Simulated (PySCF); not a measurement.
Stepwise substitution at one centre (Sn OCH3-SiH3). All species are isolated molecules in the gas phase. One relaxed conformer stands for each flexible species; it need not be the lowest. Strings in code marks are SMILES.

All values below come from PBE-D3(BJ)/def2-TZVP // PBE0-D4/def2-SVP (PySCF 2.14.0). All candidates: neutral, multiplicity 1. Excitations are Tamm–Dancoff values on a coarser integration grid. The basis has no diffuse functions, so Rydberg states are missing or too high.

```yaml
LUMO: -1.90 eV
S1 excitation (TDA): 3.93 eV
HOMO: -5.71 eV
```

Say which member has these values.
(A) `C[O][Sn]([SiH3])([SiH3])[O]C` (C–O–Sn–Si torsion 45°, Si–Sn–O–C torsion -179°)
(B) `C[O][Sn]([SiH3])([O]C)[O]C`
(C) `C[O][Sn]([SiH3])([SiH3])[SiH3]` (C–O–Sn–Si torsion 61°)
(D) `C[O][Sn]([O]C)([O]C)[O]C`

C, `C[O][Sn]([SiH3])([SiH3])[SiH3]` (C–O–Sn–Si torsion 61°). The others give `C[O][Sn]([O]C)([O]C)[O]C`: -2.65 eV, 3.80 eV, -6.34 eV; `C[O][Sn]([SiH3])([O]C)[O]C`: -1.96 eV, 4.10 eV, -5.96 eV; `C[O][Sn]([SiH3])([SiH3])[O]C` (C–O–Sn–Si torsion 45°, Si–Sn–O–C torsion -179°): -1.64 eV, 4.27 eV, -5.89 eV
